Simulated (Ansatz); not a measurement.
Consider the formal exchange of groups at the Si–C bond: `C[SiH](N)O[SiH3]` + SiH₄ → `N[SiH]([SiH3])O[SiH3]` + CH₄.

Isolated molecules relaxed with PBE0-D4/def2-TZVP in Ansatz; ΔE leaves out vibrations. CBS: MP2 limit from def2 TZ/QZ plus the TZ coupled-cluster correction, frozen cores. This one scheme is used for every species. DFT in def2-TZVPP. B3LYP here is the variant with VWN-RPA as its local correlation; programs differ in this. One conformer a species, not always the lowest.

```csv
level,ΔE (kJ/mol),difference from CCSD(T)/CBS
PBE-D4,-3.8,-14.5
r2SCAN-D4,6.6,-4.1
PBE0-D4,1.2,-9.5
B3LYP-D4,5.8,-4.9
ωB97X-V,9.7,-1.0
ωB97M-V,15.8,5.1
B2PLYP,12.0,1.3
PBE,-1.9,-12.6
r2SCAN,7.2,-3.5
PBE0,3.2,-7.5
B3LYP,9.0,-1.7
HF/def2-TZVPP,20.6,9.9
MP2/def2-TZVPP,16.6,5.9
SCS-MP2/def2-TZVPP,17.2,6.5
CCSD/def2-TZVPP,13.8,3.1
CCSD(T)/def2-TZVPP,12.1,1.4
HF/def2-QZVPP,21.1,10.4
MP2/def2-QZVPP,15.9,5.2
SCS-MP2/def2-QZVPP,16.5,5.8
HF/CBS(def2),21.2,10.5
MP2/CBS(def2),15.2,4.5
CCSD/CBS(def2),12.4,1.7
CCSD(T)/CBS,10.7,0
```

Largest T1 diagnostic among the species: 0.012.

From PBE to PBE0 (25 % exact exchange), in def2-TZVPP and without D4, ΔE moves by +5.0 kJ/mol. The D4 term adds −3.2 kJ/mol with B3LYP and −2.0 kJ/mol with PBE0; it sums over pairs of atoms, weighted by their polarisabilities, and B3LYP, whose exchange is more repulsive, gets the larger term. In def2-TZVPP, CCSD(T) changes the Hartree–Fock value by −8.5 kJ/mol (the triples alone add −1.7 kJ/mol) and MP2 by −4.1 kJ/mol.
